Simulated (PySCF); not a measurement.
# Complete the spectrum of C2H7NSi

Species: C2H7NSi.
Geometry (PBE0-D3(BJ)/def2-SVP, Å), atoms numbered from 1 in this order:
```
atom  x, y, z in Å
C1    -2.116   -0.007   -0.438
C2    -1.024    0.075    0.332
Si3    0.576   -0.797   -0.077
N4     1.869    0.355   -0.109
H5    -3.053    0.503   -0.185
H6    -2.122   -0.594   -1.364
H7    -1.075    0.682    1.246
H8     0.951   -1.795    0.972
H9     0.319   -1.551   -1.354
H10    2.825    0.029   -0.020
H11    1.819    1.145   -0.744
```

Method used: TDDFT CAM-B3LYP/def2-SVPD, vertical, gas phase, core orbitals frozen in the response (PySCF 2.14.0, density-fitted response routines).

Orbital energies (eV): HOMO-3 -10.99, HOMO-2 -10.30, HOMO-1 -9.32, HOMO -8.78, LUMO 0.59, LUMO+1 1.43, LUMO+2 1.76.

Lowest singlets, with some entries withheld (?).

```
state  E (eV)  f   main configurations (H = HOMO, L = LUMO)
   S1    6.11  ?                                  H→L (85%)
   S2    6.73  ?                   H-2→L (51%), H→L+1 (30%)
   S3    7.09  ?         H-1→L (48%), H→L+1 (30%), H→L (9%)
   S4    7.30  ?      H-1→L (40%), H-2→L (26%), H→L+1 (18%)
   S5    7.60  ?      H→L+2 (51%), H-1→L+2 (9%), H→L+4 (8%)
   S6    7.77  ?               H-1→L+2 (47%), H-1→L+1 (28%)
   S7    8.02  ?                    H→L+3 (64%), H→L+4 (9%)
   S8    8.13  ?    H-1→L+1 (29%), H-3→L (16%), H→L+5 (16%)
   S9    8.29  ?  H-3→L (33%), H-1→L+1 (19%), H-1→L+2 (15%)
  S10    8.34  ?      H-3→L (25%), H→L+7 (14%), H→L+6 (13%)
```

Task: Fill in the withheld entries.

Result: 
- S1: f = 0.013
- S2: f = 0.016
- S3: f = 0.244
- S4: f = 0.151
- S5: f = 0.048
- S6: f = 0.032
- S7: f = 0.031
- S8: f = 0.0053
- S9: f = 0.013
- S10: f = 0.0030

Task: What is the vertical ionisation energy by ΔSCF at this level?

Result: 9.71 eV; −ε(HOMO) is 8.78 eV.

Task: How far apart are S7 and S10, in eV and cm⁻¹?

Result: 8.338 − 8.019 = 0.319 eV, or about 2570 cm⁻¹.

Task: Where do the lowest triplets lie (Tamm–Dancoff)?

Result: T1 4.22 eV, H-1→L (74%), H-1→L+1 (10%); T2 5.75 eV, H→L (70%), H-2→L (12%); T3 6.21 eV, H-2→L (56%), H→L+1 (22%); T4 7.02 eV, H→L+1 (51%), H-2→L (16%), H→L (15%). E(S1) − E(T1) = +1.88 eV.

One conformer stands for the species.
